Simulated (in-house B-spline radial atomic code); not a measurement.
RPA and G0W0 on SCAN: neutral copper

Configuration [Ar] 3d10 4s1, highest spin, mean-field start SCAN. Computed with an all-electron radial atomic-structure program (B-spline basis): all electrons, non-relativistic, point nucleus, each spin shell either full or empty, empty states to l = 9 with an (l + 1/2)⁻⁴ tail; G0W0 by contour deformation at full frequency.

Command:
```bash
python run_gw.py task.json out
```
Settings (radii: box in bohr, nucleus in fm):
```
Z                        29
electrons                29
configuration            [Ar] 3d10 4s1
hamiltonian              nr
method                   scan,scan
lmax                     9
spin_polarised           True
box_radius               40
intervals                55
ion_configuration        [Ar] 3d10
```

Run time, properties included: 7.6 s on 1 thread of Arm Neoverse N1, on a shared host.

Energies (hartree):

```csv
term,value
mean-field total,-1640.67272
Hartree-Fock functional on these orbitals,-1638.92621
direct second order,-2.9068
second-order exchange,0.81269
SOSEX correction,0.69164
```

Problem. What is the RPA correlation energy, and what remains with SOSEX?

Solution. RPA gives -2.2103 hartree (-2.07 eV per electron); RPA + SOSEX gives -1.5186, and the second-order doubles -2.0942 hartree (no singles). SOSEX takes back 31 % of the RPA value.

Quasi-particle levels (eV):

```tsv
level	occupied	mean field	Σx - vxc	Σc	QP weight	G0W0
4s up	yes	-5.067	-1.91	?	?	?
4s down	no	-3.350	4.73	-2.48	0.843	-1.097
```

G0W0 = mean field + (Σx - vxc) + Σc, with Σc (partial-wave tail included) taken at the quasi-particle energy. Only the outer levels were computed. Levels of low weight are left out.

Problem. Where does G0W0 put 4s up?

Solution. At -8.162 eV, with Σc = -1.19 eV and a quasi-particle weight of 0.709. The tabulated removal energy is 7.726 eV (NIST, measured); the calculation leaves out relativity, Breit and QED terms, and what these don't explain is the method's own error.

Problem. What does it cost to remove one electron (to [Ar] 3d10) by differences of total energies, each species on its own start (correlation terms add to the Hartree-Fock functional)?

Solution. SCAN 8.163 eV, Hartree-Fock functional 5.992 eV, + RPA 7.985 eV, + RPA + SOSEX 7.159 eV, + second order 9.243 eV. Tabulated: 7.726 eV (NIST, measured); the calculation leaves out relativity, Breit and QED terms, and what these don't explain is the method's own error.
